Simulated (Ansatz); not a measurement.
Computed with Ansatz on PBE0-D4/def2-TZVP structures; ΔE is electronic, products minus reactants. CBS: MP2 limit from def2 TZ/QZ plus the TZ coupled-cluster correction, frozen cores. DFT in def2-TZVPP. B3LYP here is the variant with VWN-RPA as its local correlation; programs differ in this. For Se outer-core shells are correlated without core-valence functions, which leaves a few kJ/mol of doubt a bond. Scalar relativity is left out up to krypton. One conformer a species, not always the lowest.

`CB(N)C[SiH3]` + `FC=[Se]` → `CB(N)C=[Se]` + `FC[SiH3]`  (redistribution)

```tsv
level	ΔE (kJ/mol)	difference from CCSD(T)/CBS
PBE-D4	60.9	12.4
r2SCAN-D4	63.4	14.9
PBE0-D4	59.1	10.6
B3LYP-D4	50.9	2.4
ωB97X-V	55.0	6.5
ωB97M-V	56.9	8.4
r2SCAN	62.7	14.2
PBE0	57.5	9.0
B3LYP	48.4	-0.1
HF/def2-TZVPP	38.9	-9.6
MP2/def2-TZVPP	55.3	6.8
SCS-MP2/def2-TZVPP	47.5	-1.0
CCSD/def2-TZVPP	46.9	-1.6
HF/def2-QZVPP	39.1	-9.4
SCS-MP2/def2-QZVPP	46.8	-1.7
CCSD/CBS(def2)	45.9	-2.6
CCSD(T)/CBS	48.5	0
```

Largest T1 diagnostic among the species: 0.016.

In def2-TZVPP, CCSD(T) changes the Hartree–Fock value by +10.6 kJ/mol (the triples alone add +2.6 kJ/mol) and MP2 by +16.3 kJ/mol.
